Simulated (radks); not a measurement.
Ionisation of the nickel ion Ni2+, [Ar] 3d8, to [Ar] 3d7 as the strength of local exchange is varied. All-electron calculation, non-relativistic Kohn-Sham, Slater X-alpha exchange (alpha = 2/3 is LDA exchange), no correlation, spin-polarised, spherical densities, point nucleus; open shells are filled with parallel spins first. Program: a radial shooting solver on a logarithmic mesh with Libxc functionals.

\begin{tabular}{lrrrrr}
alpha & E(Ni2+) (hartree) & exchange (hartree) & IE (eV) & -e of the level emptied (eV) & <r> of it (bohr) \\ \hline
0.607 & -1497.15124 & -52.10981 & 33.432 & 24.939 (3d) & 0.9974 \\
0.624 & -1498.61140 & -53.62344 & 33.786 & 25.256 (3d) & 0.9933 \\
0.667 & -1502.31132 & -57.46508 & 34.695 & 26.070 (3d) & 0.9832 \\
0.729 & -1507.66271 & -63.03704 & 36.040 & 27.280 (3d) & 0.9691 \\
0.76 & -1510.34574 & -65.83753 & 36.726 & 27.902 (3d) & 0.9623 \\
0.774 & -1511.55903 & -67.10543 & 37.040 & 28.186 (3d) & 0.9592 \\
0.862 & -1519.20826 & -75.12006 & 39.054 & 30.020 (3d) & 0.9406 \\
0.996 & -1530.93129 & -87.47254 & 42.271 & 32.976 (3d) & 0.9142 \\
\end{tabular}

NIST Atomic Spectra Database: 35.19 eV (measured). The Delta-SCF value meets it near alpha = 0.69. Open shells are spherical and high-spin; term and fine-structure splittings are not resolved.
